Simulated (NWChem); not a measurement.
Molecule: Si₂H₄OCl₂; SMILES Cl[SiH]([SiH2]O)Cl

```xyz
9

O      0.4066     2.8079     0.0910
Si    -0.8268     1.7130    -0.2516
Si    -0.0706    -0.3687     0.5425
Cl    -1.0514    -1.9647    -0.3637
Cl     1.9485    -0.3407    -0.0501
H      1.2943     2.4395    -0.0818
H     -1.1032     1.5413    -1.7239
H     -2.0616     2.2032     0.4412
H     -0.0760    -0.6147     2.0226
```
Atoms are numbered in this order, from 1.

Results from NWChem. Pople sets run with spherical d functions. Structure relaxed at the PBE-D3(BJ)/def2-SVP level. Solvent water, SMD (1 M gas to 1 M solution), gas-phase geometry. Reactions with the solvent are ignored.

Q: Among these, which level gives the lowest value of “solvation free energy (kcal/mol)”?
A. PBE0/3-21G
B. PBE0/6-311G**
C. PBE0/6-311++G**
D. PBE0/6-31G*

A: A, PBE0/3-21G. Values: PBE0/3-21G -5.5; PBE0/6-311G** -3.6; PBE0/6-311++G** -3.6; PBE0/6-31G* -3.2
